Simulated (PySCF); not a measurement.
Compound: C₆H₁₂Ge.
Atom-mapped SMILES: `[CH2:1]=[C:2]([CH3:3])[GeH:4]1[CH2:5][CH2:6][CH2:7]1` (hydrogens: H8, H9 on C1; H10, H11, H12 on C3; H13 on Ge4; H14, H15 on C5; H16, H17 on C6; H18, H19 on C7)

A linear-response calculation (PySCF, def2-SVPD basis, gas phase, vertical, core orbitals frozen in the response) gave these numbers; the functional is withheld.

Orbital energies (eV): HOMO-3 -10.35, HOMO-2 -9.80, HOMO-1 -9.42, HOMO -9.03, LUMO 1.60, LUMO+1 2.17, LUMO+2 2.43.

| state | E (eV) | f | main configurations (H = HOMO, L = LUMO) |
| --- | --- | --- | --- |
| S1 | 6.37 | 0.015 | H-1→L (53%), H→L (20%), H-3→L (13%) |
| S2 | 6.73 | 0.260 | H→L (74%), H-1→L (18%) |
| S3 | 7.14 | 0.014 | H-3→L (23%), H-2→L (22%), H-1→L (18%) |
| S4 | 7.28 | 0.0087 | H→L+1 (76%) |
| S5 | 7.34 | 0.134 | H-2→L (47%), H→L+2 (30%) |
| S6 | 7.55 | 0.031 | H→L+2 (38%), H-1→L+2 (17%), H→L+3 (9%) |

Triplets, Tamm–Dancoff:

| state | E (eV) | λ (nm) | main configurations (H = HOMO, L = LUMO) |
| --- | --- | --- | --- |
| T1 | 4.32 | 286.9 | H→L (56%), H-2→L (22%) |
| T2 | 5.93 | 209.1 | H-1→L (44%), H-2→L (17%), H-3→L (16%) |
| T3 | 6.42 | 193.2 | H-2→L (27%), H-1→L (21%), H→L (14%) |
| T4 | 6.83 | 181.4 | H-3→L (27%), H-1→L+2 (21%), H-1→L (13%) |

Vertical ionisation energy by ΔSCF with the same functional: 9.11 eV. Mean static polarisability: 101.7 au.

Question: Name the functional.
A. HF
B. wB97X-D
C. PBE
D. PBE0

Answer: B. wB97X-D is range-separated, 22% exact exchange at short range and 100% at long range (ω = 0.2 bohr⁻¹). In this run −ε(HOMO) = 9.03 eV differs from the ΔSCF value by -0.08 eV, and S1 differs from the orbital gap of 10.63 eV by -4.25 eV. The ratio −ε(HOMO)/IP is 0.99. Usual ranges for neutral molecules in this basis: 0.89 to 0.99 with wB97X-D, 0.5 to 0.7 with PBE, 0.7 to 0.83 with PBE0; with Hartree–Fock the ratio is 1 or more (Koopmans' value less the relaxation energy is the ΔSCF value). The other options: PBE, a GGA without exact exchange; HF, time-dependent Hartree–Fock, 100% exact exchange; PBE0, a global hybrid with 25% exact exchange.

The calculation used TDDFT wB97X-D/def2-SVPD, vertical, gas phase, core orbitals frozen in the response (PySCF). Geometry: PBE0-D3(BJ)/def2-SVP, one conformer, isolated molecule. Relativistic effects, spin–orbit coupling among them, are left out although an element past zinc is present.

Shape of the structure used: `[CH2:1]=[C:2]([CH3:3])[GeH:4]1[CH2:5][CH2:6][CH2:7]1`: C1–C2–Ge4–C5 -93°.
